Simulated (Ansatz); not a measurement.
`C=[CH][GeH2][Cl]` and `C=[CH][GeH2][CH]=C` differ in one atom or group.

Ansatz, PBE0-D4/def2-TZVP geometries, multiplicity 1. Each molecule was computed in one conformer, which needn't be the lowest.

Scalar relativity is left out up to krypton.

| property | `C=[CH][GeH2][Cl]` |
| --- | --- |
| LUMO energy (B3LYP/def2-TZVPP) / eV | -0.81 |
| LUMO energy (PBE/def2-TZVPP) / eV | -1.60 |
| LUMO energy (PBE0/def2-TZVPP) / eV | -0.59 |
| HOMO energy (B3LYP/def2-TZVPP) / eV | -7.99 |
| HOMO energy (PBE/def2-TZVPP) / eV | -7.07 |
| HOMO–LUMO gap (ωB97M-V/def2-TZVPP) / eV | 11.98 |

Problem. What does the change do to each property? (An estimate is asked.)

Solution. Ansatz gave: 
```json
{"property": "LUMO energy (B3LYP/def2-TZVPP) / eV", "`C=[CH][GeH2][CH]=C`": "-0.65", "shift": "0.16"}
{"property": "LUMO energy (PBE/def2-TZVPP) / eV", "`C=[CH][GeH2][CH]=C`": "-1.42", "shift": "0.18"}
{"property": "LUMO energy (PBE0/def2-TZVPP) / eV", "`C=[CH][GeH2][CH]=C`": "-0.43", "shift": "0.16"}
{"property": "HOMO energy (B3LYP/def2-TZVPP) / eV", "`C=[CH][GeH2][CH]=C`": "-7.48", "shift": "0.51"}
{"property": "HOMO energy (PBE/def2-TZVPP) / eV", "`C=[CH][GeH2][CH]=C`": "-6.60", "shift": "0.47"}
{"property": "HOMO–LUMO gap (ωB97M-V/def2-TZVPP) / eV", "`C=[CH][GeH2][CH]=C`": "11.54", "shift": "-0.44"}
```

With PBE0 the HOMO rises by 0.52 eV and the LUMO rises by 0.16 eV, so the gap narrows by about 0.36 eV. PBE moves the HOMO by 0.47 eV and ωB97M-V by 0.54 eV.

B3LYP here is the variant with VWN-RPA as its local correlation; programs differ in this.

Positive LUMOs are unbound, so they and the gaps depend on the basis.
